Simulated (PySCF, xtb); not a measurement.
C₃H₁₁NSi₂, SMILES [SiH3][C@@H]1CCN1[SiH3].

Harmonic wavenumbers (cm⁻¹) from GFN2-xTB (xtb) at its own minimum, in rising order: 47, 97, 104, 123, 166, 251, 285, 499, 521, 554, 577, 604, 670, 735, 772, 776, 779, 812, 823, 827, 894, 991, 1041, 1078, 1100, 1133, 1174, 1212, 1230, 1254, 1257, 1282, 1479, 1499, 2134, 2240, 2255, 2262, 2278, 2285, 2859, 2895, 2932, 3001, 3011.

What does PySCF with r2SCAN-D4/def2-SVP give at its own minimum? (An estimate is asked for; the answer gives what the named calculation found.)

54, 95, 114, 129, 170, 231, 270, 485, 526, 632, 685, 700, 712, 794, 883, 904, 911, 936, 942, 955, 962, 968, 982, 1042, 1096, 1146, 1167, 1203, 1231, 1255, 1268, 1316, 1459, 1497, 2149, 2204, 2222, 2225, 2227, 2235, 2949, 2971, 3049, 3069, 3141. Paired by order, the mean absolute difference is 49 cm⁻¹ and the zero-point energies are 78.3 and 80.3 kcal/mol.
